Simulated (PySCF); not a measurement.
# Exercise with solution: dipole moment from atomic charges

Al(OH)2(PH2) (AlH₄O₂P), SMILES [OH][Al]([OH])[PH2]. Atoms are numbered in the order given.

```xyz
8

Al    -0.4913     0.0070     0.0000
O     -1.2759     0.0023     1.5152
H     -2.2205    -0.0127     1.7021
O     -1.2759     0.0023    -1.5152
H     -2.2205    -0.0127    -1.7021
P      1.8222    -0.1190     0.0000
H      1.9543     0.8413    -1.0480
H      1.9543     0.8413     1.0480
```
Charge 0, spin multiplicity 1.

Geometry optimised at TPSSh-D3(BJ)/def2-SVP. One conformer was computed; it need not be the lowest.

Charges (e) from PySCF with r2SCAN/def2-TZVP:

```csv
atom,IAO,ESP fit
Al1,1.130,0.880
O2,-0.831,-0.763
H3,0.365,0.402
O4,-0.831,-0.763
H5,0.365,0.402
P6,-0.227,-0.285
H7,0.014,0.064
H8,0.014,0.064
```

The dipole moment of the full density is 2.76 D.

### Question
What dipole moment does each set of point charges give, and which comes closer to that of the density?

### Answer

μ = Σ q r, and 1 e Å = 4.8032 D.
IAO: Σ q r = (-0.415, 0.045, 0.000) e Å, |μ| = 2.00 D.
ESP fit: Σ q r = (-0.540, 0.134, 0.000) e Å, |μ| = 2.67 D.
ESP fit comes closer in size. Point charges leave out the atoms' own dipoles (lone pairs, polarised bonds); fits to the potential absorb them, partitions of the density don't.
